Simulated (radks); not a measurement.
Q: Valence configurations of Si+ (all share [Ne]). Method: non-relativistic Kohn-Sham, r2SCAN, spin-unpolarised, spherical densities, point nucleus; meta-GGA in the generalised Kohn-Sham scheme; computed with a radial shooting solver on a logarithmic mesh with Libxc functionals. Order these by energy: 3s0.5 3p2.5; 3s1 3p2; 3p3; 3s1.5 3p1.5; 3s2 3p1.

A: From the lowest, in eV above it: 3s2 3p1 0.000; 3s1.5 3p1.5 3.861; 3s1 3p2 7.725; 3s0.5 3p2.5 11.589; 3p3 15.449. NIST lists [Ne] 3s2 3p1 as the ground configuration; this level of theory agrees among the configurations tried. The energies are those of spherical spin-averaged densities, not of single terms.
